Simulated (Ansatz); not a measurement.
Consider the ligand exchange at the Si–S bond: `CS[Si]S` + H₂S → `S[Si]S` + CH₃SH.

Gas-phase electronic energies from Ansatz, PBE0-D4/def2-TZVP geometries. CBS: def2 TZ/QZ extrapolation, frozen cores. DFT in def2-TZVPP. B3LYP here is the variant with VWN-RPA as its local correlation; programs differ in this. One conformer a species, not always the lowest.

`CS[Si]S`:

Z-matrix (Å, degrees):
```
C
S 1 1.815
H 1 1.089 2 109.0
H 1 1.089 2 109.0 3 119.5
H 1 1.091 2 110.6 3 -120.3
Si 2 2.120 1 101.3 3 120.2
S 6 2.149 2 98.5 1 180.0
H 7 1.346 6 100.5 2 0.0
```

H₂S:

Cartesian coordinates in Å:
```
S 0.420 0.016 -0.455
H 0.442 0.358 0.842
H -0.862 -0.374 -0.387
```

`S[Si]S`:

```xyz
5

S    -1.075    0.742    0.140
Si    0.809    0.393   -0.814
S     1.332   -1.423    0.201
H    -1.334    1.875   -0.536
H     0.268   -1.588    1.009
```

CH₃SH:

```xyz
6

C    -0.334    0.008    0.360
S     0.952    0.707   -0.698
H    -1.204   -0.300   -0.218
H    -0.633    0.805    1.041
H     0.043   -0.828    0.949
H     1.176   -0.392   -1.434
```

```tsv
level	ΔE (kJ/mol)	difference from CCSD(T)/CBS
PBE-D4	6.5	1.1
r2SCAN-D4	5.6	0.2
PBE0-D4	5.3	-0.1
B3LYP-D4	4.9	-0.5
ωB97X-V	3.2	-2.2
ωB97M-V	3.4	-2.0
B2PLYP	3.3	-2.1
PBE	4.1	-1.3
r2SCAN	4.9	-0.5
PBE0	3.1	-2.3
B3LYP	1.1	-4.3
HF/def2-TZVPP	-2.8	-8.2
MP2/def2-TZVPP	6.8	1.4
SCS-MP2/def2-TZVPP	4.4	-1.0
CCSD/def2-TZVPP	2.9	-2.5
CCSD(T)/def2-TZVPP	4.9	-0.5
HF/def2-QZVPP	-2.8	-8.2
MP2/def2-QZVPP	7.0	1.6
SCS-MP2/def2-QZVPP	4.7	-0.7
CCSD/def2-QZVPP	3.1	-2.3
CCSD(T)/def2-QZVPP	5.2	-0.2
HF/CBS(def2)	-2.8	-8.2
MP2/CBS(def2)	7.3	1.9
CCSD/CBS(def2)	3.3	-2.1
CCSD(T)/CBS	5.4	0
```

Largest T1 diagnostic among the species: 0.015.

In def2-TZVPP, CCSD(T) changes the Hartree–Fock value by +7.7 kJ/mol (the triples alone add +2.0 kJ/mol) and MP2 by +9.5 kJ/mol. The D4 term adds +3.8 kJ/mol with B3LYP and +2.2 kJ/mol with PBE0; it sums over pairs of atoms, weighted by their polarisabilities, and B3LYP, whose exchange is more repulsive, gets the larger term.
